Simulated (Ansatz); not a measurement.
`C=C[CH2][Al]([CH2]C=C)[CH2]C=C`, charge 0, multiplicity 1.

(1) Give a relaxed structure at PBE0-D4/def2-TZVP (the Gaussian-basis code of Ansatz). (An estimate is asked.)

Answers

(1) The calculation gave: 
Z-matrix (Å, degrees):
```
Al
C 1 2.057
C 1 2.172 2 39.6
C 1 1.976 2 122.3 3 -82.1
C 1 1.984 2 114.5 3 118.5
C 1 2.320 2 68.8 3 25.5
H 2 1.082 1 125.7 3 112.5
H 2 1.089 1 102.7 3 -114.3
H 3 1.090 1 114.7 2 -109.5
C 4 1.483 1 108.7 2 140.6
H 4 1.096 1 108.0 2 -98.9
H 4 1.094 1 109.8 2 18.3
C 5 1.476 1 114.7 2 -19.0
H 5 1.097 1 104.9 2 103.1
H 5 1.094 1 106.5 2 -143.4
H 6 1.090 1 89.6 2 95.9
H 6 1.082 1 126.5 2 -139.6
C 10 1.331 4 126.6 1 96.7
H 10 1.090 4 115.6 1 -80.1
C 13 1.332 5 126.4 1 -101.5
H 13 1.090 5 115.9 1 76.1
H 18 1.086 10 121.6 4 3.2
H 18 1.083 10 121.4 4 -177.1
H 20 1.083 13 121.4 5 177.9
H 20 1.086 13 121.5 5 -3.3
```
This is one stationary point; other conformers may exist.
